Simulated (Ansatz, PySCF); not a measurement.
C₂H₅AlCl₂, SMILES [Al]([Cl])([CH2]C)[Cl].

Geometry: ωB97X-D3(BJ)/def2-SVP. The structure was generated by enumeration; whether it is a known compound was not checked. Other conformers were not sampled.

Vertical ionisation energy (IE) and electron affinity (EA) in eV. Rows of orbital energies are one-electron estimates. Where ΔSCF, EOM or ADC give a negative EA the extra electron is unbound and the value depends on the basis.

```
level                                                                        IE     EA
------------------------------------------------------------------------  -----  -----
−ε(HOMO), −ε(LUMO), B3LYP/def2-TZVP (PySCF)                                 [?]    [?]
−ε(HOMO), −ε(LUMO), PBE/def2-TZVP (PySCF)                                  7.06   1.66
ΔSCF, CAM-B3LYP/def2-SVPD (Ansatz), final states of multiplicity 2 and 2  10.60  -0.40
ΔSCF, PBE/def2-SVPD (Ansatz), final states of multiplicity 2 and 2        10.00  -0.17
```

Q: What belongs in the gaps? (The exact figures need the calculation; the answer reports its results.)

A: 
- −ε(HOMO), −ε(LUMO), B3LYP/def2-TZVP (PySCF), IE: 8.12
- −ε(HOMO), −ε(LUMO), B3LYP/def2-TZVP (PySCF), EA: 1.08

Q: What vertical singlet–triplet gap does ΔSCF give with CAM-B3LYP/def2-SVPD (Ansatz, an electronic-structure program) and with PBE/def2-SVPD (Ansatz)? (An estimate is asked for; the answer gives what the named calculation found.)

A: 6.03 and 5.36 eV (triplet above singlet where positive).
